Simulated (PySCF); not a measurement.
PBE0 on Cr- (chromium, charge -1), [Ar] 3d5 4s2, high-spin 6S determinant. All numbers are calculated (PySCF 2.14, the spin-free X2C one-electron Hamiltonian (Gaussian nucleus), in aug-cc-pVTZ-DK).

```
cycle= 1 E= -1050.58615545937  delta_E= -0.0149  |g|= 0.0794  |ddm|=  1.7
cycle= 2 E= -1050.58341294532  delta_E= 0.00274  |g|= 0.137  |ddm|= 0.625
cycle= 3 E= -1050.58889965203  delta_E= -0.00549  |g|= 0.0121  |ddm|= 0.354
cycle= 4 E= -1050.58914497765  delta_E= -0.000245  |g|= 0.00167  |ddm|= 0.19
cycle= 5 E= -1050.5891679127  delta_E= -2.29e-05  |g|= 0.00201  |ddm|= 0.0645
cycle= 6 E= -1050.5891716114  delta_E= -3.7e-06  |g|= 6.86e-05  |ddm|= 0.0172
cycle= 7 E= -1050.58917166024  delta_E= -4.88e-08  |g|= 1.14e-05  |ddm|= 0.00218
cycle= 8 E= -1050.58917166084  delta_E= -5.91e-10  |g|= 1.22e-06  |ddm|= 0.000382
converged SCF energy = -1050.58917166084  <S^2> = 8.8575147  2S+1 = 6.0357318
```

Highest occupied orbital energy: 0.793 eV; ⟨L²⟩ = 0.00; populations by l: s 8.00, p 12.00, d 5.00, f 0.00.

Question: Can this result be used?

Answer: With care. The run converged. ⟨S²⟩ = 8.86 against 8.75 shows spin contamination. At PBE0 the highest occupied level has a positive energy, so only the finite basis holds that electron; in a semilocal or global hybrid functional this comes from self-interaction and does not mean that the real anion is unbound.
